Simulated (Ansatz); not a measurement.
The same hydrolysis along the group Mg, Zn, Cd.

Calculated with Ansatz (gas phase, PBE0-D4/def2-TZVP geometries, no zero-point term in ΔE). CBS: MP2 limit from def2 TZ/QZ plus the TZ coupled-cluster correction, frozen cores. This one scheme is used for every species. DFT in def2-TZVPP. Elements past krypton have def2 core potentials. For Cd, Mg, Zn outer-core shells are correlated without core-valence functions, which leaves a few kJ/mol of doubt a bond. Scalar relativity is left out up to krypton. One conformer a species, not always the lowest.

| reaction | HF/CBS(def2) (kJ/mol) | B97M-V (kJ/mol) | MP2/CBS(def2) (kJ/mol) | CCSD(T)/CBS(def2) (kJ/mol) |
| --- | --- | --- | --- | --- |
| `C[O][Mg][F]` + H₂O → `C[O][Mg][OH]` + H–F | 67 | 67 | 58 | 60 |
| `C[O][Zn][F]` + H₂O → `C[O][Zn][OH]` + H–F | 48 | 36 | 27 | 31 |
| `C[O][Cd][F]` + H₂O → `C[O][Cd][OH]` + H–F | 48 | 37 | 22 | 29 |

Largest T1 diagnostic: 0.018, for `C[O][Cd][F]`.
